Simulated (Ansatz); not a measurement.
The cluster Cu₃H₆⁻. Charge -1, multiplicity 1. Geometry r2SCAN-D4/def2-SVPD, basis def2-TZVPD, Ansatz.

```
atom    x (Å)    y (Å)    z (Å)
 Cu1   1.1834  -1.0991   0.8622
 Cu2   0.4724   0.9362  -0.3449
 Cu3  -1.7851  -0.0608  -0.4191
  H4  -3.1339  -0.8216  -0.4438
  H5  -0.2276  -0.3993   0.1994
  H6   1.5189  -2.4155   1.6067
  H7   1.1384   2.1941  -0.8585
  H8  -0.9497   1.3226  -0.8597
  H9   1.7831   0.3434   0.2578
```

| run | HOMO (eV) | LUMO (eV) |
| --- | --- | --- |
| A | -2.58 | 1.50 |
| B | -3.83 | 2.31 |
| C | -2.30 | 1.29 |
| D | -1.53 | 0.77 |
| E | -1.44 | 0.93 |
| F | -2.45 | 1.49 |

B3LYP takes the VWN-RPA correlation. The structure comes from a short search, and lower isomers may exist.

**Question.** The runs used B3LYP, B97M-V, CAM-B3LYP, PBE0, r2SCAN, r2SCAN0. Estimate which is which.

**Answer.** A r2SCAN0 (25 % exact exchange); B CAM-B3LYP (range-separated); C B3LYP (20 % exact exchange); D B97M-V (0 % exact exchange); E r2SCAN (0 % exact exchange); F PBE0 (25 % exact exchange). Exact exchange lowers occupied and raises empty levels; among semilocal functionals meta-GGAs tend to open the gap a little, and such runs are hard to tell apart. The gap grows from 2.30 eV (B97M-V) to 6.14 eV (CAM-B3LYP). The restricted singlet is unstable towards broken spin symmetry in Hartree–Fock (as tested in another run); at r2SCAN0-D4/def2-TZVPD, CAM-B3LYP-D4/def2-TZVPD, B3LYP-D4/def2-TZVPD, B97M-V/def2-TZVPD and others this wasn't settled.
